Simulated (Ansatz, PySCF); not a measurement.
Bond stretch in BN, triplet.

Methods: UKS-PBE = unrestricted PBE/6-31G run with Ansatz (an electronic-structure program); UKS-BHandHLYP = PySCF with unrestricted BHandHLYP/6-31G; UCCSD(T) = PySCF with CCSD(T) on UHF/6-31G, 2 core orbitals frozen.

Energies relative to the lowest point of each curve near equilibrium, in eV; the last columns give the difference from UCCSD(T):

| R / Å | UKS-PBE | UKS-BHandHLYP | UCCSD(T) | UKS-PBE − UCCSD(T) | UKS-BHandHLYP − UCCSD(T) |
|---|---|---|---|---|---|
| 1.05 | 3.896 | 3.478 | 3.862 | 0.034 | -0.384 |
| 1.13 | 2.003 | 1.655 | 2.144 | -0.141 | -0.489 |
| 1.20 | 0.849 | 0.584 | 0.906 | -0.058 | -0.323 |
| 1.25 | 0.360 | 0.190 | 0.397 | -0.038 | -0.208 |
| 1.27 | 0.231 | 0.098 | 0.261 | -0.031 | -0.163 |
| 1.32 | 0.040 | 0.000 | 0.054 | -0.014 | -0.054 |
| 1.37 | 0.000 | 0.048 | 0.000 | 0.000 | 0.048 |
| 1.41 | 0.050 | 0.162 | 0.039 | 0.011 | 0.122 |

UKS-PBE is furthest from UCCSD(T) at 1.13 (-0.141 eV, below); its mean absolute difference over the points is 0.041 eV.

UKS-BHandHLYP is furthest from UCCSD(T) at 1.13 (-0.489 eV, below); its mean absolute difference over the points is 0.224 eV.

The scan ran from 1.05 to 5.21 Å; beyond the distances shown one of the unrestricted levels run for this scan, shown here or not, changes its spin distribution in one step. The unrestricted determinant behind UCCSD(T) is spin-contaminated at 1.37 to 1.41 Å (<S²> up to 2.2, against 2.00 for a pure triplet).
